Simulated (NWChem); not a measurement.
Program: NWChem. System: CF (+1), charge 1, spin multiplicity 1, at a geometry optimised with PBE0/def2-SVP. The structure started from a generated list of species. Level: RHF/def2-TZVPD.

Output (cleaned and shortened):

```
             Northwest Computational Chemistry Package (NWChem) 7.3.0
             --------------------------------------------------------

                                NWChem Input Module
                                -------------------

 Scaling coordinates for geometry "geometry" by  1.889725989
 (inverse scale =  0.529177249)

 Turning off AUTOSYM since
 SYMMETRY directive was detected!

                             Geometry "geometry" -> ""
                             -------------------------

 Output coordinates in angstroms (scale by  1.889725989 to convert to a.u.)

  No.       Tag          Charge          X              Y              Z
 ---- ---------------- ---------- -------------- -------------- --------------
    1 C                    6.0000     0.00000000     0.00000000     0.69209600
    2 F                    9.0000     0.00000000     0.00000000    -0.46139700

 Effective nuclear repulsion energy (a.u.)      24.7730774664

            Nuclear Dipole moment (a.u.)
            ----------------------------
        X                 Y               Z
 ---------------- ---------------- ----------------
     0.0000000000     0.0000000000     0.0000056692

      Symmetry information
      --------------------

 Group name             C2v
 Group number             16
 Group order               4
 No. of unique centers     2

      Symmetry unique atoms

     1    2


 Summary of "ao basis" -> "" (spherical)
 ------------------------------------------------------------------------------
       Tag                 Description            Shells   Functions and Types
 ---------------- ------------------------------  ------  ---------------------
 *                         def2-tzvpd                 on all atoms

 Summary of "ao basis" -> "ao basis" (spherical)
 ------------------------------------------------------------------------------
       Tag                 Description            Shells   Functions and Types
 ---------------- ------------------------------  ------  ---------------------
 C                         def2-tzvpd               13       37   6s3p3d1f
 F                         def2-tzvpd               14       40   6s4p3d1f

                                 NWChem SCF Module
                                 -----------------

  ao basis        = "ao basis"
  functions       =    77
  atoms           =     2
  closed shells   =     7
  open shells     =     0
  charge          =   1.00
[...]
 Vector    5  Occ=2.000000D+00  E=-1.200424D+00  Symmetry=b1
              MO Center= -5.9D-17, -1.9D-32, -3.2D-01, r^2= 5.1D-01
   Bfn.  Coefficient  Atom+Function         Bfn.  Coefficient  Atom+Function
  ----- ------------  ---------------      ----- ------------  ---------------
    44      0.477183  2 F  px                47      0.417395  2 F  px
    50      0.166650  2 F  px

 Vector    6  Occ=2.000000D+00  E=-1.200424D+00  Symmetry=b2
              MO Center=  1.4D-31,  2.9D-17, -3.2D-01, r^2= 5.1D-01
   Bfn.  Coefficient  Atom+Function         Bfn.  Coefficient  Atom+Function
  ----- ------------  ---------------      ----- ------------  ---------------
    45      0.477183  2 F  py                48      0.417395  2 F  py
    51      0.166650  2 F  py

 Vector    7  Occ=2.000000D+00  E=-9.730280D-01  Symmetry=a1
              MO Center=  6.9D-17,  3.9D-17,  9.5D-01, r^2= 7.8D-01
   Bfn.  Coefficient  Atom+Function         Bfn.  Coefficient  Atom+Function
  ----- ------------  ---------------      ----- ------------  ---------------
     4      0.509826  1 C  s                  3      0.348264  1 C  s
     9      0.309888  1 C  pz                12      0.206603  1 C  pz
     2     -0.191761  1 C  s                 46     -0.169194  2 F  pz

 Vector    8  Occ=0.000000D+00  E=-2.725467D-01  Symmetry=b1
              MO Center= -2.0D-16,  2.1D-31,  6.6D-01, r^2= 1.4D+00
   Bfn.  Coefficient  Atom+Function         Bfn.  Coefficient  Atom+Function
  ----- ------------  ---------------      ----- ------------  ---------------
    10      0.455458  1 C  px                 7      0.416817  1 C  px
    13      0.372701  1 C  px                44     -0.212798  2 F  px
    50     -0.207843  2 F  px                47     -0.198649  2 F  px

 Vector    9  Occ=0.000000D+00  E=-2.725467D-01  Symmetry=b2
              MO Center= -1.1D-30,  2.5D-16,  6.6D-01, r^2= 1.4D+00
   Bfn.  Coefficient  Atom+Function         Bfn.  Coefficient  Atom+Function
  ----- ------------  ---------------      ----- ------------  ---------------
    11      0.455458  1 C  py                 8      0.416817  1 C  py
    14      0.372701  1 C  py                45     -0.212798  2 F  py
    51     -0.207843  2 F  py                48     -0.198649  2 F  py

 Vector   10  Occ=0.000000D+00  E=-1.167176D-01  Symmetry=a1
              MO Center=  1.3D-17, -1.6D-17, -1.0D-01, r^2= 7.8D+00
   Bfn.  Coefficient  Atom+Function         Bfn.  Coefficient  Atom+Function
  ----- ------------  ---------------      ----- ------------  ---------------
     6      2.222315  1 C  s                 43     -1.935391  2 F  s
    15     -0.873234  1 C  pz                55     -0.725118  2 F  pz
    42     -0.556662  2 F  s                  4      0.552750  1 C  s
     5      0.511192  1 C  s                 52     -0.398221  2 F  pz
    12     -0.344301  1 C  pz                 3     -0.176236  1 C  s

 center of mass
 --------------
 x =   0.00000000 y =   0.00000000 z =  -0.02808234

 moments of inertia (a.u.)
 ------------------
          34.945124610691           0.000000000000           0.000000000000
           0.000000000000          34.945124610691           0.000000000000
           0.000000000000           0.000000000000           0.000000000000

  Mulliken analysis of the total density
  --------------------------------------

    Atom       Charge   Shell Charges
 -----------   ------   -------------------------------------------------------
    1 C    6     5.14   0.87  1.11  0.75  0.91  0.15 -0.01  0.71  0.49  0.02  0.05  0.08 -0.01  0.02
    2 F    9     8.86   0.77  1.20  0.62  1.02  0.28 -0.01  2.22  2.18  0.52  0.01  0.00  0.03  0.00  0.00

       Multipole analysis of the density wrt the origin
       ------------------------------------------------

     L   x y z        total         open         nuclear
     -   - - -        -----         ----         -------
     0   0 0 0      1.000000      0.000000     15.000000

     1   1 0 0     -0.000000      0.000000      0.000000
     1   0 1 0     -0.000000      0.000000      0.000000
     1   0 0 1      0.517076      0.000000      0.000006

     2   2 0 0     -5.668406      0.000000      0.000000
     2   1 1 0     -0.000000      0.000000      0.000000
     2   1 0 1     -0.000000      0.000000      0.000000
     2   0 2 0     -5.668406      0.000000      0.000000
     2   0 1 1     -0.000000      0.000000      0.000000
     2   0 0 2     -5.619088      0.000000     17.105277

 Task  times  cpu:        0.7s     wall:        0.7s

 Total times  cpu:        0.8s     wall:        0.8s
```

Problem. Write an NWChem input that would produce this output.

Solution. This is not unique; one that fits is 
```
start mol
memory heap 200 mb stack 900 mb global 1100 mb
charge 1
geometry units angstroms nocenter noautoz
  C      0.000000     0.000000     0.692096
  F      0.000000     0.000000    -0.461397
  symmetry group C2v
end
basis spherical
  * library def2-tzvpd
end
scf
  rhf
  nopen 0
  maxiter 100
  thresh 1e-7
  semidirect memsize 60000000 filesize 0
end
task scf energy
```
